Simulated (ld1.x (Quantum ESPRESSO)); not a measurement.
Which change was made? (Cl, TM)

chlorine, norm-conserving Troullier–Martins (Kleinman–Bylander form), made with ld1.x (Quantum ESPRESSO) 7.5 (LDA (PZ), scalar-relativistic). Core [Ne], reference 3s2 3p3.5 (charge +1.5). Waves: 3s (bound): rc 0.90 bohr; 3p (bound): rc 1.00 bohr; 3d channel at 0.2 Ry: rc 1.05 bohr. Local part: the d channel. Core correction: none.

Cutoffs, loose and tight: the cutoffs (Ry, on a coarse ladder) from which the occupation-weighted sum of valence levels, in a spherical-Bessel basis at the reference potential, stays within 10 and 1 mRy of its value at 400 Ry. They do not see the model core or the augmentation charge, which bear on the density cutoff. Test errors are all-electron minus pseudo excitation energies from the reference, over the configurations 3s2 3p5; 3s2 3p4; 3s2 3p3; 3s1 3p5; 3s2 3p4.5; 3s1 3p6; 3s2 3p2 (two spin-polarised tests are not counted in the largest error); variants that change the core or the reference have their own tests. The largest error is taken over the tests solved by every variant that gives reliable tests at all, those not shown here included: 3s1 3p5; 3s1 3p6; 3s2 3p2; 3s2 3p3.

The base gives: outcome: generated; cutoff, loose: 140 Ry; cutoff, tight: 300 Ry; bound ghosts: s; largest test error (meV): -47.

Question: After one change the result is: outcome: generated; cutoff, loose: 110 Ry; cutoff, tight: 300 Ry; bound ghosts: s; largest test error (meV): -41. Which change was it?
A. local potential all-electron potential smoothed inside 0.85 bohr (lloc = -1)
B. wave 3p (bound): rc 1.00 bohr becomes 3p (bound): rc 1.28 bohr
C. wave 3s (bound): rc 0.90 bohr becomes 3s (bound): rc 1.10 bohr
D. all radii scaled by about 1.13 (s 1.02, p 1.12, d 1.18 bohr)

Answer: B. The others give: wave 3s (bound): rc 0.90 bohr becomes 3s (bound): rc 1.10 bohr → outcome: generated; cutoff, loose: 120 Ry; cutoff, tight: 200 Ry; bound ghosts: s; largest test error (meV): +13 | all radii scaled by about 1.13 (s 1.02, p 1.12, d 1.18 bohr) → outcome: generated; cutoff, loose: 110 Ry; cutoff, tight: 230 Ry; bound ghosts: none; largest test error (meV): +136 | local potential all-electron potential smoothed inside 0.85 bohr (lloc = -1) → outcome: generated; cutoff, loose: 140 Ry; cutoff, tight: 300 Ry; bound ghosts: none; largest test error (meV): +182.
